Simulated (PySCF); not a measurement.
## Correlation energy of Ce (cerium, neutral)

[Xe] 4f1 5d1 6s2, one real determinant. Computed with PySCF 2.14 in cc-pVDZ-X2C, with scalar relativity by spin-free X2C-1e. Frozen: [Ar] 3d10; 30 electrons correlated.

```json
{"level": "CCSD", "correlation energy (mhartree)": "-705.41"}
{"level": "(T)", "correlation energy (mhartree)": "-21.31"}
{"level": "CCSD(T)", "correlation energy (mhartree)": "-726.72"}
```

Diagnostics: T1 = 0.015, D1 = 0.0878, largest double amplitude 0.089.

The real determinant used has ⟨L²⟩ near 18 against 30 for a pure H term, so it mixes terms. Spin-orbit coupling, absent here, splits the open shell strongly.

Cost of the coupled-cluster step: about 3 core-minutes, for 30 correlated electrons.

The reference is one real determinant that mixes LS terms of this configuration.

This basis was not built for core-valence correlation, so the inner-shell part is incomplete.
